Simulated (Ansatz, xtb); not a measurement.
## C5H7FOSe: which of two isomers lies lower

Structure I: `FCC1=COCC[Se]1`, a singlet. Structure II: `C[C@@H]1C(=O)C[Se][C@@H]1F`, a singlet. Both are isolated molecules in the gas phase, relaxed with B3LYP-D3(BJ)/def2-SVP; the shapes shown needn't be the lowest conformers.

I (Å):

```yaml
atoms:
  - { symbol: C, position_ang: [2.5099, 1.7464, 0.7521] }
  - { symbol: C, position_ang: [1.9170, 0.4045, 1.0314] }
  - { symbol: C, position_ang: [2.5858, -0.7196, 0.7120] }
  - { symbol: C, position_ang: [1.1636, -2.2873, 1.8175] }
  - { symbol: C, position_ang: [-0.1097, -1.5203, 1.4948] }
  - { symbol: F, position_ang: [1.7932, 2.4394, -0.2112] }
  - { symbol: O, position_ang: [2.2326, -2.0058, 0.9241] }
  - { symbol: Se, position_ang: [0.1483, 0.4085, 1.7779] }
  - { symbol: H, position_ang: [3.5509, 1.6282, 0.4034] }
  - { symbol: H, position_ang: [2.5200, 2.3716, 1.6640] }
  - { symbol: H, position_ang: [3.5526, -0.6607, 0.2016] }
  - { symbol: H, position_ang: [1.4819, -2.0767, 2.8535] }
  - { symbol: H, position_ang: [0.9913, -3.3701, 1.7204] }
  - { symbol: H, position_ang: [-0.4140, -1.6943, 0.4529] }
  - { symbol: H, position_ang: [-0.9259, -1.8325, 2.1615] }
```

II (Å):

```xyz
15

C     0.5828   -0.1991    2.8449
C     1.2781   -0.3039    1.4929
C     1.5814    1.0658    0.8744
C     1.9196    1.0039   -0.6169
C     0.5283   -1.1322    0.4581
F    -0.7999   -0.7619    0.4397
O     1.5722    2.0997    1.4911
Se    1.3931   -0.7724   -1.2864
H    -0.4257    0.2189    2.7217
H     0.4965   -1.1856    3.3241
H     1.1505    0.4712    3.5051
H     2.2695   -0.7834    1.6066
H     1.3939    1.8126   -1.1424
H     3.0026    1.1503   -0.7465
H     0.5800   -2.2146    0.6459
```

Problem. Which of the two would you expect CCSD(T)/def2-SVP + ΔMP2/def2-TZVPP electronic energies to favour?

Solution. Structure II; the calculation gives E(II) − E(I) = −0.955 eV.

Level by level:

| level | geometry | E(II) − E(I) (eV) | departure from the last row (eV) | job, with rough time for the two |
| --- | --- | --- | --- | --- |
| B3LYP-D3(BJ)/def2-SVP | B3LYP-D3(BJ)/def2-SVP | −0.954 | +0.001 | optimisation, 2 min |
| HF/def2-SVP | B3LYP-D3(BJ)/def2-SVP | −0.981 | −0.025 | part of the CCSD(T) run |
| MP2/def2-SVP | B3LYP-D3(BJ)/def2-SVP | −1.140 | −0.185 | part of the CCSD(T) run |
| CCSD(T)/def2-SVP | B3LYP-D3(BJ)/def2-SVP | −1.093 | −0.138 | single point |
| CCSD(T)/def2-SVP + ΔMP2/def2-TZVPP | B3LYP-D3(BJ)/def2-SVP | −0.955 |  | single point, 3.9 min |

As drawn, II has 2 C–C, 1 C=O in place of 1 C=C, 2 C–O. Structure I has a 6-membered ring, II a 5-membered ring.

None of the levels shown reverses the order. The largest departure from CCSD(T)/def2-SVP + ΔMP2/def2-TZVPP is that of MP2/def2-SVP, 0.185 eV. Levels run at GFN2-xTB geometries aren't shown. The last row adds to CCSD(T) the change of the MP2 difference between the two basis sets, here +0.138 eV, a large step that makes the value less sure.

With thermal terms from frequencies at re-optimised GFN2-xTB minima (ideal gas, soft modes damped towards free rotors, one conformer each, 298.15 K, 1 atm): the zero-point term adds −0.020 eV; ΔH is −0.969 and ΔG −0.974 eV.

The correlated steps freeze 16 core orbitals; the filled d shell of Se is correlated, in a basis made for valence electrons. Mirror images aren't counted in ΔG. Codes used: Ansatz 0.2.0, xtb 6.7.1; the last row on 4 threads of Arm Neoverse V1 on a shared host.
